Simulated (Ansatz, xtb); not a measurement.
## Relative energy of two isomers of C6H5Br

We compare I, `C#C/C=C(/Br)C=C`, a singlet, with II, `C#C/C=C/C(=C)Br`, a singlet. Both are isolated molecules in the gas phase, relaxed with B3LYP-D3(BJ)/def2-SVP; the shapes shown needn't be the lowest conformers.

I (Å):

```xyz
12

C     1.9364   -1.6200   -2.2969
C     1.5348   -1.2053   -1.2269
C     1.0501   -0.7627    0.0308
C     1.1690    0.5142    0.4811
C     1.8056    1.5924   -0.2599
C     1.9520    2.8669    0.1332
Br    0.4483    0.9100    2.2043
H     2.2914   -1.9841   -3.2424
H     0.5539   -1.5053    0.6621
H     2.1900    1.2793   -1.2360
H     2.4511    3.5923   -0.5130
H     1.5821    3.2167    1.0996
```

II (Å):

```json
{"atom": "C", "x (Å)": "1.0700", "y (Å)": "-2.7495", "z (Å)": "-1.1708"}
{"atom": "C", "x (Å)": "0.9457", "y (Å)": "-1.5860", "z (Å)": "-0.8421"}
{"atom": "C", "x (Å)": "0.7646", "y (Å)": "-0.2329", "z (Å)": "-0.4546"}
{"atom": "C", "x (Å)": "1.7739", "y (Å)": "0.6623", "z (Å)": "-0.3615"}
{"atom": "C", "x (Å)": "1.6663", "y (Å)": "2.0594", "z (Å)": "0.0271"}
{"atom": "C", "x (Å)": "2.7168", "y (Å)": "2.8937", "z (Å)": "0.0981"}
{"atom": "Br", "x (Å)": "-0.0765", "y (Å)": "2.7354", "z (Å)": "0.4593"}
{"atom": "H", "x (Å)": "1.1858", "y (Å)": "-3.7764", "z (Å)": "-1.4618"}
{"atom": "H", "x (Å)": "-0.2567", "y (Å)": "0.0869", "z (Å)": "-0.2214"}
{"atom": "H", "x (Å)": "2.7930", "y (Å)": "0.3379", "z (Å)": "-0.5956"}
{"atom": "H", "x (Å)": "3.7152", "y (Å)": "2.5201", "z (Å)": "-0.1458"}
{"atom": "H", "x (Å)": "2.6132", "y (Å)": "3.9384", "z (Å)": "0.3920"}
```

Energies in hartree; the thermal terms are from GFN2-xTB frequencies at re-optimised GFN2-xTB minima (ideal gas, soft modes damped towards free rotors, one conformer each, 298.15 K, 1 atm) and include the zero-point energy:

|  | I | II |
| --- | --- | --- |
| E, CCSD(T)/def2-SVP | −2803.028857 | −2803.029498 |
| E, MP2/def2-SVP | −2802.945917 | −2802.945773 |
| E, MP2/def2-TZVPP | −2803.725059 | −2803.724423 |
| zero-point energy | 0.082134 | 0.082045 |
| H(298 K) − E | 0.091130 | 0.091005 |
| G(298 K) − E | 0.048556 | 0.048333 |

Question: Correct the CCSD(T) difference for the basis set by the MP2 change, then work out ΔE, ΔE₀, ΔH and ΔG for I → II in kcal/mol (1 Eh = 627.51 kcal/mol) and the equilibrium ratio [II]/[I].

Answer: 1. Differences II − I: CCSD(T) −0.000641, MP2 in the small set +0.000144, MP2 in the large set +0.000636 Eh.
2. ΔE = −0.000641 + (+0.000636 − (+0.000144)) = −0.000149 Eh = −0.09 kcal/mol.
3. ΔE₀ = ΔE + ΔZPE = −0.000149 + (−0.000089) Eh = −0.15 kcal/mol.
4. ΔH = ΔE + (−0.000125) Eh = −0.17 kcal/mol.
5. ΔG = ΔE + (−0.000223) Eh = −0.23 kcal/mol, so ΔS = (ΔH − ΔG)/T = +0.9 J/(mol K).
6. kT = 0.9442 mEh, so K = [II]/[I] = exp(−ΔG/kT) = exp(+0.39) ≈ 1.5.

The two are too close for this level to say which is favoured. An error of 1 kcal/mol in ΔG would change K by a factor of 5.4. Mirror images and further conformers aren't counted.

As drawn, both hold the same kinds of bond in the same numbers.

Other levels gave ΔE = +0.1 (GFN2-xTB); 0.0 (HF/STO-3G, GFN2-xTB geometries); −0.3 (r2SCAN-D4/def2-SVP, GFN2-xTB geometries); −0.2 (B3LYP-D3(BJ)/def2-SVP); −1.1 (HF/def2-SVP); +0.1 (MP2/def2-SVP); −0.4 (CCSD(T)/def2-SVP) kcal/mol. The correlated steps freeze 15 core orbitals; the filled d shell of Br is correlated, in a basis made for valence electrons. Programs: Ansatz 0.2.0, xtb 6.7.1.
